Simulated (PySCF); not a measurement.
## Mayer bond orders and bond lengths

Compound: C6H13NSi2.
Numbering: `[CH:1]#[C:2][CH2:3][N:4]([CH3:5])[SiH2:6]/[CH:7]=[CH:8]\[SiH3:9]` (hydrogens: H10 on C1; H11, H12 on C3; H13, H14, H15 on C5; H16, H17 on Si6; H18 on C7; H19 on C8; H20, H21, H22 on Si9)

Structure used (GFN2-xTB), in Å, numbered top down from 1:
```xyz
22
C6H13NSi2 angstrom
C     -3.6116   -1.4438   -1.1874
C     -3.0997   -0.9213   -0.2399
C     -2.4202   -0.2386    0.8495
N     -1.2244    0.4571    0.4239
C     -1.5211    1.5983   -0.4076
Si     0.2637   -0.4034    0.2831
C      1.6121    0.9020    0.3979
C      2.9096    0.7003    0.1833
Si     3.7334   -0.9137   -0.3152
H     -4.0784   -1.9241   -1.9951
H     -2.1435   -0.9752    1.6081
H     -3.1143    0.4845    1.3011
H     -0.5975    2.0900   -0.7009
H     -2.0633    1.3105   -1.3157
H     -2.1401    2.3112    0.1472
H      0.4172   -1.1991   -0.9484
H      0.2787   -1.2942    1.4509
H      1.2940    1.8981    0.6957
H      3.5844    1.5452    0.3029
H      3.7057   -1.0570   -1.7744
H      5.1325   -0.8508    0.1252
H      3.0723   -2.0566    0.3133
```

Bond orders from the PBE0/pcSseg-1 density (PySCF). One conformer (not necessarily the lowest) at the GFN2-xTB geometry, without solvent, vibrations or thermal averaging.

(1) Where do the orders between heavy atoms depart from those drawn in the SMILES?

(2) Set the Mayer orders of the bonds beside their lengths.

Results:

(1) The largest departure is 0.399, at C1–C2 (drawn triple, 2.601). Drawn single, order below 0.88: Si6–C7 (0.872). Drawn double or triple, more than 0.30 short of the drawn order: C1–C2 (2.601).

(2) 
```csv
bond,drawn as,length (Å),Mayer order
C1–C2,triple,1.197,2.601
C2–C3,single,1.454,1.008
C3–N4,single,1.447,1.002
N4–C5,single,1.443,0.951
N4–Si6,single,1.725,0.943
Si6–C7,single,1.880,0.872
C7–C8,double,1.331,1.958
C8–Si9,single,1.879,0.901
C1–H10,single,1.049,1.137
C3–H11,single,1.093,0.932
C3–H12,single,1.099,0.928
C5–H13,single,1.087,0.962
C5–H14,single,1.096,0.954
C5–H15,single,1.095,0.960
Si6–H16,single,1.474,0.893
Si6–H17,single,1.469,0.930
C7–H18,single,1.087,0.932
C8–H19,single,1.088,0.935
Si9–H20,single,1.466,0.941
Si9–H21,single,1.468,0.944
Si9–H22,single,1.462,0.935
```

Bonds between the same two heavy elements. C–C: lowest C2–C3 (1.008, 1.454 Å), highest C1–C2 (2.601, 1.197 Å). C–N: lowest N4–C5 (0.951, 1.443 Å), highest C3–N4 (1.002, 1.447 Å); in 1 of the 1 pairs the longer bond (by over 0.003 Å) has the higher order (by 0.02 or more). C–Si: lowest Si6–C7 (0.872, 1.880 Å), highest C8–Si9 (0.901, 1.879 Å).

Problem. Sum the orders of all bonds at each heavy atom with more than one neighbour and set the sums beside the valence in the SMILES.

Solution. C1 3.738 (drawn 4), C2 3.609 (drawn 4), C3 3.870 (drawn 4), N4 2.896 (drawn 3), C5 3.827 (drawn 4), Si6 3.638 (drawn 4), C7 3.762 (drawn 4), C8 3.794 (drawn 4), Si9 3.721 (drawn 4). Orders between atoms that aren't bonded are not in these sums.

For a closed shell the Mayer order of atoms A and B is Σ (PS)μν (PS)νμ over the basis functions μ on A and ν on B, with P the density and S the overlap matrix.

The run behind these numbers computed NMR shieldings as well. The run took 1.7 min on one thread of an x86-64 server, on a shared host.
